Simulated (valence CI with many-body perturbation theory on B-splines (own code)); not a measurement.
# Fe XXI: key properties

Method: relativistic CI+MBPT: four valence electrons over a frozen Dirac-Fock core [He], a basis of 11 s, 11 p, 10 d, 8 f, 5 g, 2 h functions for each j, with the one-electron correlation potential Σ1, the two-electron term Σ2, the three-electron term Σ3, Breit, model QED; selected CI, second order for the rest, scaled by the run's own slope (own B-spline code, finite nucleus).

No measured levels were compared; by estimate levels of excited configurations hold to 0.05 to 0.15 % of their energy, terms of the ground configuration to about 0.5 %. Among the levels kept, up to 1000 cm⁻¹ of a level comes from second order outside the variational space, and about a tenth of that is noise between levels of different J, which matters for small intervals.

Rates and lifetimes use the calculated energies. Strong lines usually hold to 10 to 20 %, long lifetimes can be off by a factor of two.

Q: What is the ground level?

A: 2s²2p² ³P_0, composition 90 % 2s²2p² ³P + 9 % 2s²2p² ¹S.

Q: How is the term ³P of the ground level split?

A: J = 0 at 0.000, J = 1 at 0.672, J = 2 at 1.069 Ry.

Q: How well does LS coupling describe the low levels?

A: Among the lowest 20 levels the leading LS term, summed over configurations, holds 88 % on average. For single configurations the figures are 87 % in LS and 78 % in jj coupling. Terms mix most in the J = 2 level at 8.590 Ry, where the leading one holds 73 %.

Q: What is the ionisation energy?

A: 1689.1 eV; NIST lists 1687 ± 1 eV (semi-empirical).

Q: Name the longest-lived excited levels whose lifetime is computed, and their main decay.

A: 2s²2p² ³P_2 at 1.069 Ry lives 1.17 ms, mostly by M1 to 2s²2p² ³P_1; 2s²2p² ³P_1 at 0.672 Ry lives 153 μs, mostly by M1 to 2s²2p² ³P_0; 2s²2p² ¹D_2 at 2.230 Ry lives 32.0 μs, mostly by M1 to 2s²2p² ³P_1.

Q: Among levels below 86.081 Ry, which E1 lines absorb most strongly from the ground level?

A: to 2s²2p3d ³D°_1 at 1.229 nm, f = 1.28; to 2s2p²3p ⁵P°_1 at 1.198 nm, f = 0.211; to 2s2p²3p ³D°_1 at 1.193 nm, f = 0.0952.

Q: Where does the other parity begin?

A: At 2s2p³ ⁵S°_2, 4.433 Ry.
